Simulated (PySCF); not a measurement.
Two-photon absorption: `C1=CC(=O)C=CC=C1C=C`, C9H8O

Cartesian coordinates in Å; atom numbers follow the order of the lines, from 1:
```xyz
18

C     3.2610   -0.4264   -0.1378
C     2.3202    0.4896    0.1283
C     0.8612    0.3314    0.0676
C     0.1090    1.4253    0.4234
C    -1.3089    1.5801    0.4690
C    -2.3111    0.7017    0.1967
C    -2.2535   -0.6982   -0.2334
O    -3.2908   -1.3253   -0.4005
C    -0.9640   -1.3625   -0.4801
C     0.3168   -0.9361   -0.3563
H     3.0346   -1.4495   -0.4473
H     4.3189   -0.1706   -0.0487
H     2.6519    1.4873    0.4357
H     0.6746    2.3154    0.7157
H    -1.6362    2.5775    0.7803
H    -3.3420    1.0515    0.3074
H    -1.1155   -2.3903   -0.8250
H     1.0672   -1.6843   -0.6235
```

Level of theory: PySCF 2.14.0, TDDFT CAM-B3LYP/aug-cc-pVDZ excited states, vertical, gas phase. Geometry: PBE0-D3(BJ)/def2-SVP.

**Question.** Give the one- and two-photon strengths of the lowest singlets.

**Answer.** δ for parallel linear polarisation; σ at the peak of a Lorentzian of half width 0.1 eV, single beam; Ω is circular over linear.
```
state  E (eV)      f  photon λ (nm)  δ (au)  σ (GM)     Ω                                  main
   S1    3.74  0.202            663    5.08    0.03  1.09                        HOMO→LUMO 0.93
   S2    3.87  0.000            641    <0.1    0.00     –  HOMO−1→LUMO+1 0.65, HOMO−1→LUMO 0.27
   S3    4.15  0.000            597    0.25    0.00  1.28  HOMO−1→LUMO 0.68, HOMO−1→LUMO+1 0.29
   S4    4.42  0.157            561    47.5    0.34  1.03                      HOMO→LUMO+1 0.85
   S5    5.33  0.384            465    1040   10.82  0.87                      HOMO−2→LUMO 0.90
   S6    5.72  0.008            434    63.2    0.76  1.50                      HOMO→LUMO+2 0.88
```

Among these, the strongest one-photon state is S5, the strongest two-photon state S5, with a dipole change of 2.6 D (relaxed, norm of the difference vector).
